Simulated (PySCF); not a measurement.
C3H6F2Si. Atoms are numbered in the order given.

```xyz
12

F      2.1949    -0.7163    -1.0270
Si     1.2351    -0.0246     0.0937
C     -0.4974    -0.6494    -0.1660
C     -1.5087     0.2024    -0.9230
C     -1.6277     0.0225     0.5399
F     -1.3198     1.0818     1.3399
H      1.7629    -0.4272     1.4262
H      1.3016     1.4492    -0.0964
H     -0.5823    -1.7365    -0.2811
H     -2.2312    -0.2935    -1.5764
H     -1.1758     1.1859    -1.2687
H     -2.4400    -0.5767     0.9635
```

Geometry: PBE0-D3(BJ)/def2-SVP. The structure was generated by enumeration; whether it is a known compound was not checked. Other conformers were not sampled.

These are PBE0-D3(BJ)/def2-SVP run with PySCF values and carry that method's errors.

Frequencies are harmonic and unscaled.

```tsv
mode	ν (cm⁻¹)	IR (km/mol)	moving atoms (share of kinetic energy)
1	59	1.9	F 46 %, Si 22 %, H 18 %, C 14 %
2	115	4.0	F 62 %, Si 15 %, C 14 %, H 9 %
3	194	0.7	F 37 %, C 30 %, H 19 %, Si 13 %
4	252	6.4	F 32 %, C 24 %, H 23 %, Si 21 %
5	423	4.7	C 38 %, H 35 %, F 27 %
6	504	2.7	C 54 %, F 18 %, H 15 %, Si 13 %
7	624	49.4	H 58 %, Si 19 %, C 18 %
8	702	42.0	H 41 %, C 37 %, Si 19 %
9	750	22.5	H 92 %
10	812	8.6	H 49 %, C 38 %, F 12 %
11	840	18.2	H 67 %, C 23 %, F 8 %
12	869	31.7	F 50 %, H 28 %, Si 19 %
13	932	254.6	H 76 %, Si 16 %
14	958	97.6	H 82 %, Si 12 %
15	988	21.4	H 58 %, C 37 %
16	1020	24.0	H 51 %, C 39 %, F 9 %
17	1047	95.1	H 57 %, C 38 %
18	1074	25.2	C 61 %, H 38 %
19	1112	0.7	H 80 %, C 20 %
20	1173	14.0	H 53 %, C 41 %
21	1232	41.5	H 60 %, C 28 %, F 12 %
22	1313	33.4	H 55 %, C 44 %
23	1397	27.6	H 75 %, C 24 %
24	1483	52.7	C 54 %, H 45 %
25	2263	101.4	H 98 %
26	2272	119.7	H 96 %
27	3150	3.1	H 95 %
28	3169	1.4	H 92 %, C 8 %
29	3194	10.8	H 91 %, C 9 %
30	3252	1.0	H 89 %, C 11 %
```
